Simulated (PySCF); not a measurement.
## Core-level binding energies of chloropyrazine

Compound: chloropyrazine, C₄H₃ClN₂.
Geometry (GFN2-xTB, Å), atoms numbered from 1 in this order:
```xyz
10
C4H3ClN2 angstrom
Cl     2.509   -1.589    0.099
C      1.059   -0.674    0.040
C      1.090    0.722    0.028
N     -0.032    1.412   -0.018
C     -1.175    0.740   -0.050
C     -1.195   -0.647   -0.036
N     -0.073   -1.349    0.009
H      2.015    1.278    0.055
H     -2.077    1.332   -0.088
H     -2.112   -1.220   -0.060
```

The calculation used delta-SCF UKS SCAN, pcX-2 on the ionised atom, pcseg-1 elsewhere, spin-free X2C in PySCF 2.14.0. Each binding energy is the total energy of the core-ionised species, with the hole localised on one atom, minus that of the ground state; both are solved self-consistently, so orbital relaxation is included.

What binding energy does each computed site have?

| atom(s) | bonded to | level | binding energy (eV) | 2p1/2 (eV) | above the level's lowest (eV) | count |
| --- | --- | --- | --- | --- | --- | --- |
| Cl1 | C | Cl 1s | 2829.12 | – | 0.00 | 1 |
| N4 | 2 C (aromatic in the SMILES) | N 1s | 405.64 | – | +0.06 | 1 |
| N7 | 2 C (aromatic in the SMILES) | N 1s | 405.58 | – | 0.00 | 1 |
| C2 | Cl, N (aromatic in the SMILES) and C (aromatic in the SMILES) | C 1s | 293.26 | – | +1.48 | 1 |
| C6 | N (aromatic in the SMILES), C (aromatic in the SMILES) and H | C 1s | 292.02 | – | +0.24 | 1 |
| C3 | N (aromatic in the SMILES), C (aromatic in the SMILES) and H | C 1s | 291.97 | – | +0.19 | 1 |
| C5 | N (aromatic in the SMILES), C (aromatic in the SMILES) and H | C 1s | 291.78 | – | 0.00 | 1 |
| Cl1 | C | Cl 2p3/2 | 206.55 | 208.20 | 0.00 | 1 |

Lowest listed C 1s: C5, bonded to N (aromatic in the SMILES), C (aromatic in the SMILES) and H. Highest, 1.48 eV above it: C2, bonded to Cl, N (aromatic in the SMILES) and C (aromatic in the SMILES). The widest gap between neighbouring values is 1.24 eV, between 292.02 and 293.26 eV. The values 291.97 and 292.02 eV lie too close for their order to be trusted.

The 2 N 1s values lie within 0.06 eV of each other; Gaussian lines of 0.5 eV full width would blend them into one maximum.

What is the longest wavelength that can ionise Cl 2p3/2 of Cl1 vertically?

λ = hc/E = 12398.42 eV Å / 206.55 eV = 60.026 Å.

The 2p values aren't plain energy differences: one relaxed spin-free 2p hole is combined with a matrix within the shell (ground-state 2p orbital-energy differences and spin–orbit coupling). 2p3/2, the mean of its two sublevels, lies a third of the splitting below the shell's mean and 2p1/2 two thirds above it; the statistical areas are 2:1. 2p1/2 minus 2p3/2 (ligand field included): Cl 1.65 eV. Isolated species at its GFN2-xTB geometry, gas phase.
